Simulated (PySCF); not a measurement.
C3H3, SMILES C#C[CH2], multiplicity 2.

Coordinates come from a ωB97X-D3(BJ)/def2-TZVP optimisation. The isomer is the one that the SMILES or the coordinates give; other isomers of the formula were not compared.

The numbers are results of ωB97X-D3(BJ)/def2-TZVP in PySCF 2.14.0, not measurements.

Harmonic, unscaled wavenumbers; measured fundamentals usually lie a few per cent lower.

### Question
Estimate the vibrational spectrum. (The exact figures need the calculation; the answer reports its results.)

### Answer

```csv
mode,ν (cm⁻¹),IR (km/mol),moving atoms (share of kinetic energy)
1,361,8.0,"C 68 %, H 32 %"
2,410,15.3,"C 77 %, H 23 %"
3,536,43.2,"H 75 %, C 25 %"
4,676,52.0,"H 78 %, C 22 %"
5,692,48.2,"H 71 %, C 29 %"
6,1038,1.2,"H 66 %, C 34 %"
7,1083,3.1,"C 80 %, H 20 %"
8,1467,0.9,"H 82 %, C 18 %"
9,2024,3.0,C 93 %
10,3181,2.0,H 96 %
11,3279,0.2,"H 89 %, C 11 %"
12,3471,55.1,"H 88 %, C 12 %"
```
